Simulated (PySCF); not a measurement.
## Where the electron goes

Species: C₅H₅F₃.
Structure used (GFN2-xTB), in Å, numbered top down from 1:
```xyz
13
C5H5F3 angstrom
C      1.6206   -1.2426    0.4646
C      0.8564   -0.1923    0.3286
C      0.6630    1.2010   -0.0614
C     -0.5044    0.3626    0.4416
C     -1.5550   -0.0760   -0.5351
F     -1.0756   -0.2795   -1.7701
F     -2.1486   -1.2242   -0.1617
F     -2.5455    0.8287   -0.6568
H      1.2304   -2.1841    0.8139
H      2.6716   -1.2024    0.2320
H      0.6870    1.4498   -1.1135
H      1.0228    1.9901    0.5825
H     -0.9269    0.5695    1.4177
```

The calculation used TDDFT CAM-B3LYP/def2-SVPD, vertical, gas phase, core orbitals frozen in the response in PySCF.

Kohn–Sham orbitals with the atoms that hold most of them (Löwdin shares over 4%, at most four atoms; ? is withheld):

```tsv
orbital	ε (eV)	atoms
LUMO+2	1.90	C3 15%, F7 14%, H12 13%, H9 12%
LUMO+1	1.32	C3 18%, C1 18%, C2 9%, H11 8%
LUMO	?	C1 26%, C2 26%, C4 8%, C3 8%
HOMO	-9.52	?
HOMO-1	-10.45	?
HOMO-2	-11.19	C3 34%, C4 31%, C2 11%, F7 7%
HOMO-3	-12.51	C4 22%, C3 17%, F6 11%, C5 10%
```

Task: Give the leading atoms of the HOMO.

Result: C1 (bonded to C and 2 H) 39%; C2 (bonded to 3 C) 38%; C3 (bonded to 2 C and 2 H) 6%; C4 (bonded to 3 C and H) 4%.

Task: Which atoms hold the HOMO-1, and with what shares?

Result: C2 (bonded to 3 C) 28%; C4 (bonded to 3 C and H) 20%; C3 (bonded to 2 C and 2 H) 16%; C1 (bonded to C and 2 H) 12%.

Task: What is the LUMO energy, and the HOMO–LUMO gap?

Result: ε(LUMO) = 0.61 eV; the gap is 10.13 eV (0.3722 hartree).

Task: The HOMO–LUMO gap is 10.13 eV. Where does the response calculation put the lowest singlet, and from which orbitals?

Result: S1 is at 6.87 eV (f = 0.0001), 3.26 eV below the gap, made of HOMO-1→LUMO (95%). Its leading pair isn't HOMO and LUMO; the energies of that pair differ by 11.06 eV. Without the coupling terms of the response equations the lowest excitation would equal the gap.

Task: One configuration dominates each of S1, S2, S3 and S7. Which, and how do the shares of the two leading atoms of either orbital change from the occupied to the empty one?

Result: 
- S1 (6.87 eV, f 0.0001), HOMO-1→LUMO (95%): C2 28% → 26%, C4 20% → 8%, C1 12% → 26%
- S2 (7.40 eV, f 0.443), HOMO→LUMO (96%): C1 39% → 26%, C2 38% → 26%
- S3 (7.79 eV, f 0.011), HOMO-2→LUMO (78%): C3 34% → 8%, C4 31% → 8%, C1 at most 7% → 26%, C2 11% → 26%
- S7 (8.75 eV, f 0.022), HOMO-1→LUMO+1 (90%): C2 28% → 9%, C4 20% → at most 8%, C3 16% → 18%, C1 12% → 18%

Löwdin shares depend on the basis, the more so with diffuse functions.
